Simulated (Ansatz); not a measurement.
Geometry optimisation, RKS B3LYP/def2-SVP in Ansatz.

Input file:

```yaml
crystal:
  periodic: [false, false, false]
  atoms:
    - { symbol: Ga, position_ang: [-0.567868, 0.600629, 0.223014] }
    - { symbol: H, position_ang: [0.091161, 1.567776, -0.784732] }
    - { symbol: C, position_ang: [0.18055, -0.244341, 1.820839] }
    - { symbol: Cl, position_ang: [-2.655355, 0.155723, -0.254032] }
    - { symbol: H, position_ang: [0.804603, 0.432673, -2.168693] }
    - { symbol: O, position_ang: [0.946009, -0.515805, -2.325449] }
    - { symbol: H, position_ang: [1.280184, -0.233841, 1.820715] }
    - { symbol: H, position_ang: [-0.170243, 0.290171, 2.714545] }
    - { symbol: H, position_ang: [-0.146443, -1.292888, 1.889053] }
    - { symbol: H, position_ang: [0.237402, -0.759997, -2.93526] }
basis:
  gaussian: { orbitals: def2-SVP }
hamiltonian:
  xc: b3lyp
relax:
  f_tol: 0.03
  max_steps: 50
```

Run as:

```bash
$ ansatz run input.yaml --threads 2 --pin off --max-ram 3072MiB --backend cpu --events-out ev --progress --plain --runs-dir out
```

**Question.** Where does it end, and by what steps?

**Answer.** It converged. After 12 steps the energy has fallen by 0.592 eV; H10 moved furthest, 1.03 Å. Joined: Ga1–O6 (3.17 → 2.19 Å).

| step | energy less start (eV) | largest force component (eV/Å) | accepted |
| --- | --- | --- | --- |
| 0 | 0.0000 | 0.470 | yes |
| 1 | -0.0496 | 1.877 | yes |
| 2 | -0.1628 | 1.863 | yes |
| 3 | -0.3133 | 1.334 | yes |
| 4 | -0.4490 | 0.522 | yes |
| 5 | -0.5121 | 0.405 | yes |
| 6 | -0.5353 | 0.242 | yes |
| 7 | -0.5677 | 0.448 | yes |
| 8 | -0.5806 | 0.550 | yes |
| 9 | -0.5891 | 0.170 | yes |
| 10 | -0.5919 | 0.037 | yes |
| 11 | -0.5921 | 0.073 | yes |
| 12 | -0.5925 | 0.018 | yes |

```xyz
10
Properties=species:S:1:pos:R:3
Ga -0.347 0.670 -0.008
H -0.014 2.132 -0.485
C 0.261 -0.289 1.599
Cl -2.305 -0.058 -0.844
H 0.939 0.166 -2.338
O 0.584 -0.425 -1.656
H 1.356 -0.219 1.706
H -0.198 0.149 2.500
H -0.024 -1.351 1.550
H -0.251 -0.776 -2.023
```

Run time: 47 s on 2 threads of Intel(R) Xeon(R) Platinum 8375C CPU @ 2.90GHz (Ice Lake), on a shared host, peak memory 0.26 GiB.
